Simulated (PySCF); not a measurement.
# Sn⁺: ionisation energy

Sn⁺ [Kr] 4d10 5s2 5p1 (2P) → Sn²⁺ [Kr] 4d10 5s2 (1S), as a difference of total energies. All numbers are calculated (PySCF 2.14, the non-relativistic Hamiltonian (point nucleus), in dyall-av2z). Correlated levels: valence: [Kr] 4d10 frozen; virtual orbitals above 40 to 60 times the deepest correlated orbital energy dropped. The calculations carry no spin-orbit coupling.

```
           method  ionisation energy (eV)
              UHF                  13.702
    MP2 (valence)                  13.844
SCS-MP2 (valence)                  13.826
   CCSD (valence)                  13.918
CCSD(T) (valence)                  13.933
```

**Question.** How much does correlation contribute at CCSD(T) (valence)?

**Answer.** 13.933 − (13.702) = 0.231 eV, measured against UHF.

These non-relativistic numbers lack the scalar-relativistic shift.

For comparison: 14.282 eV (measured; NIST levels, between the centres of gravity of the two terms).
